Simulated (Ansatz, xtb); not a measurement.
**Relative energy of two structures of FH4Si3**

Structure X is a doublet given by its coordinates and structure Y is a doublet given by its coordinates. Both are isolated molecules in the gas phase, relaxed with PBE0-D3(BJ)/def2-SVP.

X (Å):

```xyz
8

F    -1.3692    3.5245    0.6153
Si   -1.3076    1.9007    0.5910
Si   -3.0425    0.5765    1.0818
Si   -1.3939   -1.0798    1.6013
H    -0.0024    1.6062   -0.0813
H    -0.0374   -0.9028    0.9805
H    -1.2074   -1.1170    3.0874
H    -1.9085   -2.4171    1.1675
```

Close contacts (Å): F1–Si2 1.63, Si2–Si3 2.24, Si3–Si4 2.39, Si2–H5 1.50, Si4–H6 1.50, Si4–H7 1.50, Si4–H8 1.50.

Y (Å):

```yaml
atoms:
  - { symbol: F, position_ang: [-0.5026, 2.3063, 1.5975] }
  - { symbol: Si, position_ang: [-0.8703, 1.6698, 0.1459] }
  - { symbol: Si, position_ang: [-1.0590, -0.4985, -0.3882] }
  - { symbol: Si, position_ang: [-1.7089, -1.0801, 1.8361] }
  - { symbol: H, position_ang: [-0.7684, 2.8391, -0.7820] }
  - { symbol: H, position_ang: [-1.1474, -0.2162, 2.9214] }
  - { symbol: H, position_ang: [-3.2049, -1.0282, 1.9192] }
  - { symbol: H, position_ang: [-1.2912, -2.4934, 2.0985] }
```

Close contacts (Å): F1–Si2 1.63, Si2–Si3 2.24, Si3–Si4 2.39, Si2–H5 1.50, Si4–H6 1.50, Si4–H7 1.50, Si4–H8 1.50.

Task: Estimate E(Y) − E(X) at the level CCSD(T)/def2-SVP.

Result: Too close to call at this level: CCSD(T)/def2-SVP gives E(Y) − E(X) = +0.73 kcal/mol.

How the difference moves with the method:

```csv
level,geometry,E(Y) − E(X) (kcal/mol),departure from the last row (kcal/mol),"job, with rough time for the two"
PBE0-D3(BJ)/def2-SVP,PBE0-D3(BJ)/def2-SVP,+1.07,+0.34,"optimisation, 3.5 min"
HF/def2-SVP,PBE0-D3(BJ)/def2-SVP,−0.52,−1.24,part of the CCSD(T) run
MP2/def2-SVP,PBE0-D3(BJ)/def2-SVP,+1.00,+0.27,part of the CCSD(T) run
CCSD(T)/def2-SVP,PBE0-D3(BJ)/def2-SVP,+0.73,,"single point, 23 s"
```

The largest departure from CCSD(T)/def2-SVP is that of HF/def2-SVP, 1.24 kcal/mol. Levels run at GFN2-xTB geometries aren't shown.

With harmonic frequencies from PBE0-D3(BJ)/def2-SVP (ideal gas, rigid rotor, one conformer each, 298.15 K, 1 atm): on the last row, ΔE + ΔZPE = +0.70 kcal/mol. A mode under 50 cm⁻¹ makes harmonic enthalpies and free energies unreliable, so none is given.

Open shells are spin-unrestricted, with notable spin contamination under HF/def2-SVP, MP2/def2-SVP, CCSD(T)/def2-SVP. The correlated steps freeze 16 core orbitals. Run with Ansatz 0.2.0; the last row on 2 threads of Intel(R) Xeon(R) Platinum 8259CL CPU @ 2.50GHz (Skylake/Cascade Lake) on a shared host.
